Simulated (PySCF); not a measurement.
CH4Al, SMILES [CH3][AlH+], charge +1.

Geometry: PBE0-D3(BJ)/def2-TZVP. The spin state was assumed, not searched. The isomer is the one that the SMILES or the coordinates give; other isomers of the formula were not compared.

Computed with PySCF with TDA-PBE/def2-TZVPD.

Vertical excitations; the highest root listed may be one member of a degenerate set.  State labels are in the subgroup Cs.

```csv
state,symmetry,energy (eV),λ (nm),f,main pairs
S1,A",5.72,217,0.001,HOMO→LUMO (degenerate set)
S2,A',5.72,217,0.001,HOMO→LUMO+1 (degenerate set)
S3,A',7.39,168,0.152,"HOMO→LUMO+2 54 %, HOMO−1→LUMO+1 19 %, HOMO−2→LUMO 19 %"
S4,A",7.48,166,0.000,"HOMO−1→LUMO 50 %, HOMO−2→LUMO+1 50 %"
S5,A",7.56,164,0.000,"HOMO−2→LUMO+1, HOMO−1→LUMO (degenerate set)"
S6,A',7.56,164,0.000,"HOMO−2→LUMO, HOMO−1→LUMO+1 (degenerate set)"
S7,A',8.10,153,0.011,HOMO−1→LUMO+2 (degenerate set)
S8,A",8.10,153,0.011,HOMO−2→LUMO+2 (degenerate set)
S9,A',8.52,146,0.715,"HOMO→LUMO+2 30 %, HOMO−2→LUMO 27 %, HOMO−1→LUMO+1 27 %, HOMO→LUMO+3 11 %"
S10,A",8.73,142,0.241,HOMO−3→LUMO 91 %
T1,A',5.25,236,0,HOMO→LUMO+1 (degenerate set)
T2,A",5.25,236,0,HOMO→LUMO (degenerate set)
T3,A',5.41,229,0,HOMO→LUMO+2 99 %
T4,A',7.11,174,0,HOMO−3→LUMO+1 95 %
```
Triplets are in the Tamm–Dancoff approximation.
